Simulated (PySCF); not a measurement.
disulfane (H₂S₂), SMILES SS.

Geometry optimised at B3LYP-D3(BJ)/def2-TZVP.

Two levels are set side by side: PBE/def2-TZVPD (PySCF) and M06-2X/def2-TZVPD (PySCF). Same geometry, gas phase. Differences are taken from unrounded values.

| quantity | M06-2X |
|---|---|
| orbital gap (eV) | 8.25 |
| highest occupied level (eV) | -8.75 |
| lowest empty level (eV) | -0.50 |
| dipole moment (D) | 1.15 |
| mean polarisability (bohr³) | 44.7 |

Question: What does PBE give, and how far is it from M06-2X? (Estimate from the structure and the level; the computed values follow.)

Answer: 
```json
[
 {"quantity": "orbital gap (eV)", "PBE": "4.13", "PBE minus M06-2X": "-4.12"},
 {"quantity": "highest occupied level (eV)", "PBE": "-6.37", "PBE minus M06-2X": "2.38"},
 {"quantity": "lowest empty level (eV)", "PBE": "-2.24", "PBE minus M06-2X": "-1.74"},
 {"quantity": "dipole moment (D)", "PBE": "1.10", "PBE minus M06-2X": "-0.05"},
 {"quantity": "mean polarisability (bohr³)", "PBE": "46.2", "PBE minus M06-2X": "1.5"}
]
```

Without exact exchange PBE keeps part of each electron's self-repulsion, which lifts occupied levels and narrows the gap. Loosely held outer electrons make PBE densities more polarisable. Differences between two approximate levels are no errors against the true value.

Rough cost on one machine, each run with all the roots and properties that it gave: M06-2X against PBE about 3 times.
